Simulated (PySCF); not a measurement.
B3LYP has the VWN-RPA correlation part, as in Gaussian. 

**[Ta(OH)2(NH2)3] (charge 0, multiplicity 1)**

Calculation: PySCF with B3LYP-D3(BJ)/def2-TZVP // BP86-D3(BJ)/def2-SVP.

| Item | Result |
|---|---|
| HOMO | -6.54 eV |
| dipole moment | 0.343 e·Å |
| HOMO–LUMO gap | 5.89 eV |
| LUMO | -0.64 eV |
| charge on the central atom (Mulliken) | 1.42 e |
| total energy | -10257.10 eV |
| cost | very roughly 3 core-minutes |

```xyz
14

Ta    -0.0451    -0.4266     0.5912
O      0.1414     0.6987    -0.9761
H      0.4307     1.4728    -1.4803
O     -0.7769    -2.0307    -0.2171
H     -1.6772    -2.1436    -0.5695
N     -0.0632    -1.2955     2.4231
H     -0.4283    -2.2438     2.5741
H      0.2906    -0.9319     3.3155
N     -1.3078     0.9746     1.3013
H     -1.6979     0.9735     2.2479
H     -1.4862     1.8703     0.8351
N      1.9523    -0.2262     0.8367
H      2.4962    -0.6635     1.5850
H      2.5483     0.3719     0.2557
```
